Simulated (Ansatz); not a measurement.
Start from `[CH3][GeH]([F])[InH2]` and change one atom or group to get `[CH3][GeH]([F])[Br]`.

Ansatz, PBE0-D4/def2-TZVP geometries, multiplicity 1. 

Elements past krypton have def2 core potentials. Scalar relativity is left out up to krypton. Spin–orbit coupling is left out; it splits and shifts lone-pair levels of the heavy atoms by tenths of an eV.

| property | `[CH3][GeH]([F])[InH2]` |
| --- | --- |
| HOMO–LUMO gap (PBE0/def2-TZVPP) / eV | 4.91 |
| HOMO energy (PBE/def2-TZVPP) / eV | -6.17 |
| LUMO energy (B3LYP/def2-TZVPP) / eV | -2.60 |
| HOMO–LUMO gap (PBE/def2-TZVPP) / eV | 3.11 |
| HOMO–LUMO gap (B3LYP/def2-TZVPP) / eV | 4.46 |
| HOMO energy (ωB97M-V/def2-TZVPP) / eV | -9.25 |

**Question.** What does the change do to each property? (Best estimate.)

**Answer.** Ansatz gave: 
```json
{"property": "HOMO–LUMO gap (PBE0/def2-TZVPP) / eV", "`[CH3][GeH]([F])[Br]`": "8.16", "shift": "3.25"}
{"property": "HOMO energy (PBE/def2-TZVPP) / eV", "`[CH3][GeH]([F])[Br]`": "-7.13", "shift": "-0.96"}
{"property": "LUMO energy (B3LYP/def2-TZVPP) / eV", "`[CH3][GeH]([F])[Br]`": "-0.58", "shift": "2.02"}
{"property": "HOMO–LUMO gap (PBE/def2-TZVPP) / eV", "`[CH3][GeH]([F])[Br]`": "5.90", "shift": "2.79"}
{"property": "HOMO–LUMO gap (B3LYP/def2-TZVPP) / eV", "`[CH3][GeH]([F])[Br]`": "7.58", "shift": "3.12"}
{"property": "HOMO energy (ωB97M-V/def2-TZVPP) / eV", "`[CH3][GeH]([F])[Br]`": "-10.63", "shift": "-1.38"}
```

With PBE0 the HOMO falls by 1.18 eV and the LUMO rises by 2.07 eV, so the gap widens by about 3.25 eV. PBE moves the HOMO by -0.96 eV and ωB97M-V by -1.38 eV.

Positive LUMOs are unbound, so they and the gaps depend on the basis.

B3LYP here is the variant with VWN-RPA as its local correlation; programs differ in this.
